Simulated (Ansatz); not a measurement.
The same path of FH4O4Ta + H2 (12 atoms, charge 0, multiplicity 1) was run twice with different band settings.

These are results of RKS PBE/def2-SVP (Ansatz), not measurements.

Relaxed end points:

```xyz
12
Properties=species:S:1:pos:R:3
Ta -0.446 -0.310 0.080
F 1.456 -0.640 0.238
O -0.362 -0.466 2.023
H 0.406 -0.658 2.588
O -0.081 -0.060 -1.782
H 0.655 -0.001 -2.412
O -1.407 1.348 0.249
H -1.640 1.698 1.128
O -1.636 -1.798 -0.140
H -2.062 -2.211 0.633
H 1.646 2.534 0.497
H 2.040 1.874 0.514
```

```xyz
12
Properties=species:S:1:pos:R:3
Ta -0.770 0.025 0.542
F 1.037 -0.732 0.562
O -0.531 0.204 2.453
H 0.309 -0.092 2.851
O -0.048 1.370 -0.630
H 0.895 1.338 -0.885
O -2.514 0.749 0.582
H -3.398 1.119 0.698
O -1.320 -1.664 -0.213
H -0.664 -2.366 -0.380
H 2.943 0.942 -1.217
H 2.630 0.417 -0.748
```

Common settings: movable images 9; climbing image yes; spring 5.0 eV/Å²; optimiser quadratic models (default); force threshold 0.05 eV/Å; iteration limit 60; end points relaxed.

| run | start path |
| --- | --- |
| 1 | through a guess of the saddle point |
| 2 | straight line |

**Question.** What does each run give, and how far can it be trusted?

**Answer.** Run 1: converged after 31 iterations, highest image 0.029 eV above the first end. A vibrational analysis at the climbing image gives one clearly imaginary mode, 58i cm⁻¹, and a faint second one (25i cm⁻¹) that may be numerical noise or a soft torsion: probably a first-order saddle point.
Run 2: converged after 24 iterations, highest image 0.030 eV above the first end. Another band between the same ends (9 images) ends at a top of the same energy, where a vibrational analysis finds 1 clearly imaginary mode.
